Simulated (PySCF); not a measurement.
C2H5S, SMILES [S]CC, multiplicity 2. Atoms are numbered in the order given.

```xyz
8

C     -0.3323    -1.6116     0.0000
C      0.6163    -0.4303     0.0000
S     -0.1592     1.1804     0.0000
H     -0.9750    -1.5937     0.8817
H      0.2244    -2.5533     0.0000
H     -0.9750    -1.5937    -0.8817
H      1.2847    -0.4475     0.8693
H      1.2847    -0.4475    -0.8693
```
Charge 0, spin multiplicity 2.

Geometry optimised at PBE0-D3(BJ)/def2-TZVP. The isomer is the one that the SMILES or the coordinates give; other isomers of the formula were not compared.

All values below come from SMD-M06-2X/6-31G* in PySCF.

Solvation free energies are E(SMD) − E(gas) at the gas-phase geometry, for 1 M in both phases. In vacuum the dipole moment is 1.82 D.

```
solvent          ΔG(solv) (kcal/mol)  its non-electrostatic (CDS) part  dipole (D)
---------------  -------------------  --------------------------------  ----------
water                           -1.4                               1.3        2.40
dichloromethane                 -4.7                              -2.4        2.31
diethylether                    -4.3                              -2.4        2.21
```
